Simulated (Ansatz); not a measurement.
CH4BFGe. Total charge 0; spin multiplicity 1. The bonds changed during the relaxation, so this is another structure than the one it started from. All single points use the PBE0-D4/def2-TZVP geometry.

```xyz
8

F     2.365    1.056    0.262
C     1.176    0.468    0.347
B     0.255    0.319   -0.782
Ge   -1.279   -0.596   -0.040
H     1.014    0.128    1.370
H     0.404    0.677   -1.906
H    -1.337   -1.003    1.445
H    -2.598   -1.049   -0.695
```

(1) What is the dipole moment at PBE/def2-TZVPP? (Estimate.)

(2) And with r2SCAN, B3LYP, ωB97M-V? (An estimate is asked.)

(3) Give the Mulliken charges with PBE, r2SCAN, ωB97M-V in def2-TZVPP. (An estimate is asked.)

Answers

(1) Ansatz gave: 2.18 D, with components (-1.62, -1.03, 1.03) D in this frame, pointing from negative to positive charge.

(2) Computed: r2SCAN 2.26 D, B3LYP 2.47 D, ωB97M-V 2.86 D.

(3) The calculation gave: 
```csv
atom,PBE,r2SCAN,ωB97M-V
F1,-0.12,-0.16,-0.17
C2,0.14,0.17,0.12
B3,-0.14,-0.13,-0.17
Ge4,0.00,0.01,-0.06
H5,0.10,0.08,0.11
H6,0.01,0.00,0.08
H7,0.01,0.01,0.05
H8,0.01,0.01,0.05
```

B3LYP here is the variant with VWN-RPA as its local correlation; programs differ in this.
